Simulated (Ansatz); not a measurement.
Task: Name a neutral molecule of C, S, Si and H with HOMO energy (B3LYP/def2-TZVPP) between -6.70 and -6.40 eV and ideal-gas entropy at 298 K and 1 bar (rigid rotor, harmonic PBE0-D4/def2-TZVP) between 344 and 360 J/(mol·K) (Ansatz, PBE0-D4/def2-TZVP geometry).

Result: `CS[SiH]1CC1` (-6.45 eV, 359 J/(mol·K)); `SC[SiH2]S` (-6.66 eV, 348 J/(mol·K)). Other molecules can fit too; these were computed, each in one conformer that needn't be the lowest.

B3LYP here is the variant with VWN-RPA as its local correlation; programs differ in this.
